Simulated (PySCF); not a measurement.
Isomers of C9H7F, from PBE0-D3(BJ)/def2-SVP geometry optimisation, gas phase in PySCF. One conformer each, no zero-point energy, no frequencies.

Question: Which isomer lies lowest at this level?
A. `CC#Cc1ccc(F)cc1`: A = 5482, B = 573.6, C = 521.0 MHz, dipole 1.85 D
B. `FC1=CC2(C=CC=C2)C=C1`: A = 3682, B = 892.2, C = 865.4 MHz, dipole 1.47 D
C. `[CH:1]#[C:2]/[C:3]([F:4])=[C:5](\[C:6]#[CH:7])[C:8](=[CH2:9])[CH3:10]` with C3–C5–C8–C9 -176°: A = 1830, B = 1169, C = 717.0 MHz, dipole 0.95 D
D. `C#CC1=C[C@@H]2C=C[C@@]1(F)C2`: A = 2412, B = 1272, C = 1053 MHz, dipole 1.99 D

Answer: A. That is `CC#Cc1ccc(F)cc1`, 14.5 kcal/mol below the next.

```
                      SMILES                                                            mapped SMILES      E (Eh)  relative (kcal/mol)  relative (kJ/mol)  dipole (D)
             CC#Cc1ccc(F)cc1           [CH3:1][C:2]#[C:3][c:4]1[cH:5][cH:6][c:7]([F:8])[cH:9][cH:10]1  -446.13541                  0.0                0.0        1.85
        FC1=CC2(C=CC=C2)C=C1     [F:1][C:2]1=[CH:3][C:4]2([CH:5]=[CH:6][CH:7]=[CH:8]2)[CH:9]=[CH:10]1  -446.11237                 14.5               60.5        1.47
C#CC1=C[C@@H]2C=C[C@@]1(F)C2  [CH:1]#[C:2][C:3]1=[CH:4][C@@H:5]2[CH:6]=[CH:7][C@@:8]1([F:9])[CH2:10]2  -446.05474                 50.6              211.8        1.99
      C#C/C(F)=C(\C#C)C(=C)C    [CH:1]#[C:2]/[C:3]([F:4])=[C:5](\[C:6]#[CH:7])[C:8](=[CH2:9])[CH3:10]  -445.99677                 87.0              364.0        0.95
```

As drawn, the lowest has an aromatic ring, which the highest lacks; the highest has a C=C bond outside aromatic rings, which the lowest lacks.
